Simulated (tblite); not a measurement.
Q: Give a GFN2-xTB geometry of `C1=CCC(c2ccccc2)=C1`.

A: 
```
atom  x, y, z in Å
C1     3.1355    0.3314   -0.7054
C2     3.1337   -0.8080    0.0015
C3     1.7391   -1.1277    0.4226
C4     0.9374    0.0069   -0.1542
C5    -0.4984    0.1295   -0.0011
C6    -1.1982    1.2051   -0.5584
C7    -2.5656    1.3180   -0.4091
C8    -3.2746    0.3616    0.2998
C9    -2.5987   -0.7104    0.8578
C10   -1.2303   -0.8263    0.7107
C11    1.7912    0.8348   -0.8042
H12    3.9897    0.8176   -1.1426
H13    3.9765   -1.4266    0.2497
H14    1.6534   -1.1723    1.5101
H15    1.4163   -2.0934    0.0286
H16   -0.6623    1.9589   -1.1139
H17   -3.0847    2.1578   -0.8484
H18   -4.3444    0.4516    0.4166
H19   -3.1429   -1.4617    1.4122
H20   -0.7238   -1.6702    1.1544
H21    1.5423    1.7404   -1.3270
```

Orientation and origin are arbitrary. Atoms count from 1 in this order. The 5-membered ring C1–C2–C3–C4–C11 has internal angles of 103.2° to 110.0°; it is planar, 0.00 Å rms from its mean plane, widest ring torsion 0°. The 11 heavy atoms lie in one plane (0.001 Å rms). Of the pairs four or more bonds apart, C3···H20 is among the closest relative to their van der Waals radii: 2.63 Å, 91 % of the sum of Bondi's values. The 6-membered ring C5–C6–C7–C8–C9–C10 has internal angles of 117.8° to 121.0°; it is planar, 0.00 Å rms from its mean plane, widest ring torsion 0°.

Bonds between heavy atoms (Å): C1=C2 1.341, C2–C3 1.491, C3–C4 1.504, C4–C5 1.449, C5–C6 1.399, C6–C7 1.380, C7–C8 1.386, C8–C9 1.385, C9–C10 1.381, C4=C11 1.355, C1–C11 1.439, C5–C10 1.399.

Structure optimised with GFN2-xTB, isolated species.

Point group: Cs (tolerance 0.08 Å). Its GFN2-xTB frequencies are all real (lowest 25 cm⁻¹). The numbers are those of one conformer (C3–C4–C5–C6 180°).

These are computed values.
